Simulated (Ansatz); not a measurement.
Cartesian coordinates in Å:
```
N 0.1487 0.1052 -1.1135
Si -0.0692 -0.2713 0.5228
Cl 1.7795 -0.3930 1.3783
Br -1.2348 1.2254 1.6880
H 0.8058 0.8189 -1.3863
H -0.6371 0.0623 -1.7437
H -0.7930 -1.5473 0.6544
```

Total charge 0; spin multiplicity 1.

Q: List the PBE/def2-TZVPP orbital energies in eV (the Gaussian-basis code of Ansatz). (Best estimate.)

A: Computed: Occupied: -13088.81, -2739.10, -1781.50, -1681.94, -1516.31, -1516.25, -1516.25, -380.67, -249.69, -228.73, -190.38, -190.22, -190.21, -170.89, -170.70, -170.70, -139.02, -95.82, -95.77, -95.71, -67.56, -67.51, -67.50, -67.37, -67.37, -21.91, -20.69, -19.25, -13.54, -12.83, -10.70, -9.80, -9.62, -8.18, -7.98, -7.43, -7.20, -6.68. Lowest empty: -0.65, -0.42, 0.03, 1.04, 1.23, 1.51, 3.05, 3.46.
